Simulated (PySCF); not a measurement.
PySCF 2.14 output of a UHF calculation on a single atom or ion in aug-cc-pV5Z (6s5p4d3f2g, 80 functions), with the non-relativistic Hamiltonian (point nucleus):

```
SCF conv_tol = 1e-09
number electrons alpha = 1  beta = 0
cycle= 1 E= 0.197850480449703  delta_E= -1.57e-12  |g|= 1.82e-07  |ddm|= 1.15e-06
converged SCF energy = 0.197850480449703  <S^2> = 0.75  2S+1 = 2
```

The run itself started from symmetry-adapted Hartree-Fock orbitals and held the occupation by maximum overlap, so the iterations belong to that start.

Q: Which element, charge and spin multiplicity is this?

A: H (hydrogen, neutral), multiplicity 2; the state was 3d1, 2D determinant (an excited configuration).

The outer electron is Rydberg-like, and this basis confines it to a smaller radius and binds it less than a complete one would. At UHF the highest occupied level has a positive energy, so only the finite basis holds that electron; for this excited configuration the basis is too tight for the outer shell.
